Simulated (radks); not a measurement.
Ionisation of the indium ion In+, [Kr] 4d10 5s2, to [Kr] 4d10 5s1 as the strength of local exchange is varied. Calculated with a radial shooting solver on a logarithmic mesh with Libxc functionals: Dirac Kohn-Sham, Slater X-alpha exchange (alpha = 2/3 is LDA exchange), no correlation, spin-unpolarised, spherical densities, point nucleus.

\begin{tabular}{lrrrrr}
alpha & E(In+) (hartree) & exchange (hartree) & IE (eV) & -e of the level emptied (eV) & <r> of it (bohr) \\ \hline
0.629 & -5864.72962 & -141.11807 & 18.080 & 13.764 (5s1/2) & 2.515 \\
0.667 & -5873.26113 & -149.85747 & 18.451 & 14.118 (5s1/2) & 2.495 \\
0.817 & -5907.05710 & -184.59194 & 19.948 & 15.553 (5s1/2) & 2.421 \\
0.899 & -5925.61239 & -203.73962 & 20.786 & 16.361 (5s1/2) & 2.383 \\
0.981 & -5944.22427 & -222.99986 & 21.639 & 17.186 (5s1/2) & 2.347 \\
1.04 & -5957.65071 & -236.92737 & 22.262 & 17.790 (5s1/2) & 2.321 \\
\end{tabular}

NIST Atomic Spectra Database: 18.870 eV (measured). The Delta-SCF value meets it near alpha = 0.71. Spin polarisation and multiplet splitting are left out, so open shells lie too high by an amount that depends on their filling.

Beside tabulated values, note that spin-unpolarised runs miss the spin-polarisation part of the exchange energy of open shells.
